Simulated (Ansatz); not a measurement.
CH7FOSi2, SMILES `F[SiH2]OC[SiH3]`, relaxed with RKS PBE0-D4/def2-TZVP in the Gaussian-basis code of Ansatz from a PBE-D4/def2-SVP geometry. The force threshold is 0.005 eV/Å; the program also tests the step.

The species carries charge 0 and has multiplicity 1.

Start:

```xyz
12

F    -2.064   -1.719    1.448
Si   -0.682   -1.831    0.574
O    -0.655   -0.653   -0.603
C    -0.570    0.753   -0.335
Si    1.239    1.365   -0.486
H    -0.666   -3.131   -0.159
H     0.440   -1.659    1.557
H    -1.200    1.284   -1.081
H    -0.990    1.019    0.663
H     2.099    0.651    0.520
H     1.754    1.071   -1.867
H     1.296    2.848   -0.232
```

```tsv
step	energy (eV)	largest force (eV/Å)	largest move (Å)
1	-21662.8567	1.167	0.000
2	-21662.9218	0.754	0.031
3	-21662.9422	0.045	0.030
4	-21662.9428	0.026	0.010
5	-21662.9437	0.028	0.049
6	-21662.9443	0.028	0.057
7	-21662.9449	0.063	0.054
8	-21662.9454	0.161	0.088
9	-21662.9462	0.139	0.015
10	-21662.9479	0.019	0.060
11	-21662.9493	0.048	0.105
13	-21662.9504	0.070	0.067
15	-21662.9523	0.164	0.103
17	-21662.9554	0.068	0.035
19 (rejected)	-21662.9576	0.290	0.197
21	-21662.9608	0.146	0.098
23	-21662.9630	0.059	0.071
25	-21662.9639	0.091	0.014
27	-21662.9643	0.022	0.005
29	-21662.9645	0.036	0.052
31	-21662.9646	0.004	0.013
33	-21662.9646	0.002	0.001
```

End:

```xyz
12

F    -2.478   -1.826    0.274
Si   -0.916   -1.892    0.602
O    -0.102   -0.754   -0.226
C    -0.205    0.645    0.027
Si    1.278    1.522   -0.751
H    -0.401   -3.197    0.150
H    -0.794   -1.660    2.061
H    -1.138    1.036   -0.395
H    -0.233    0.847    1.106
H     2.535    1.018   -0.143
H     1.300    1.278   -2.215
H     1.153    2.982   -0.491
```

It took 2.1 min on 4 threads of an Arm Neoverse V1 on a shared host, with 0.58 GiB of host memory at the peak.
